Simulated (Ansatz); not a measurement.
One change: `O=C=NC[SiH3]` becomes `O=C=[N][AlH][F]`.

Ansatz, PBE0-D4/def2-TZVP geometries, multiplicity 1. Each molecule was computed in one conformer, which needn't be the lowest.

```tsv
property	`O=C=NC[SiH3]`
LUMO energy (PBE/def2-TZVPP) / eV	-0.94
HOMO–LUMO gap (PBE0/def2-TZVPP) / eV	7.69
LUMO energy (PBE0/def2-TZVPP) / eV	-0.07
HOMO energy (PBE0/def2-TZVPP) / eV	-7.76
HOMO energy (ωB97M-V/def2-TZVPP) / eV	-9.95
size of the dipole moment (ωB97M-V/def2-TZVPP) / D	2.81
```

What does the change do to each property? (Estimate.)

The calculation gave: 
```
                                          property  `O=C=[N][AlH][F]`  shift
                 LUMO energy (PBE/def2-TZVPP) / eV              -2.08  -1.14
              HOMO–LUMO gap (PBE0/def2-TZVPP) / eV               7.67  -0.02
                LUMO energy (PBE0/def2-TZVPP) / eV              -1.30  -1.23
                HOMO energy (PBE0/def2-TZVPP) / eV              -8.97  -1.21
             HOMO energy (ωB97M-V/def2-TZVPP) / eV             -11.22  -1.27
size of the dipole moment (ωB97M-V/def2-TZVPP) / D               1.65  -1.16
```

The zero-point energy changes by -112.1 kJ/mol with -12 modes. Dipoles are sizes alone; their direction can turn.

Positive LUMOs are unbound, so they and the gaps depend on the basis.
